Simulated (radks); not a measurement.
Sr XXIII, 16 electrons, occupied as [Ne] 3s2 3p4. Calculated with a radial shooting solver on a logarithmic mesh with Libxc functionals: Dirac Kohn-Sham, PBE, spin-unpolarised, spherical densities, point nucleus; open shells fill j = l - 1/2 first.

Unscreened Slater integrals over Kohn-Sham orbitals (eV). Large and small components are both included. Empty in this configuration: 3d3/2.

F0(3p3/2,3p3/2): 57.674
F2(3p3/2,3p3/2): 29.122
F0(3p3/2,3p1/2): 58.121
G2(3p3/2,3p1/2): 29.247
F0(3p3/2,3s1/2): 57.050
G1(3p3/2,3s1/2): 37.248
F0(3p3/2,2p3/2): 76.537
F2(3p3/2,2p3/2): 18.867
G0(3p3/2,2p3/2): 7.5224
G2(3p3/2,2p3/2): 8.1911
F0(3p3/2,3d3/2): 60.380
F2(3p3/2,3d3/2): 29.176
G1(3p3/2,3d3/2): 31.452
G3(3p3/2,3d3/2): 20.943
F0(3p1/2,3p1/2): 58.583
F0(3p1/2,3s1/2): 57.471
G1(3p1/2,3s1/2): 37.210
F0(3p1/2,2p3/2): 77.568
G2(3p1/2,2p3/2): 8.1409
F0(3p1/2,3d3/2): 60.928
G1(3p1/2,3d3/2): 32.384
F0(3s1/2,3s1/2): 56.566
F0(3s1/2,2p3/2): 74.221
G1(3s1/2,2p3/2): 7.3751
F0(3s1/2,3d3/2): 59.703
G2(3s1/2,3d3/2): 23.931
F0(2p3/2,2p3/2): 165.44
F2(2p3/2,2p3/2): 78.656
F0(2p3/2,3d3/2): 82.714
F2(2p3/2,3d3/2): 24.270
G1(2p3/2,3d3/2): 21.931
G3(2p3/2,3d3/2): 12.626
F0(3d3/2,3d3/2): 64.944
F2(3d3/2,3d3/2): 33.385
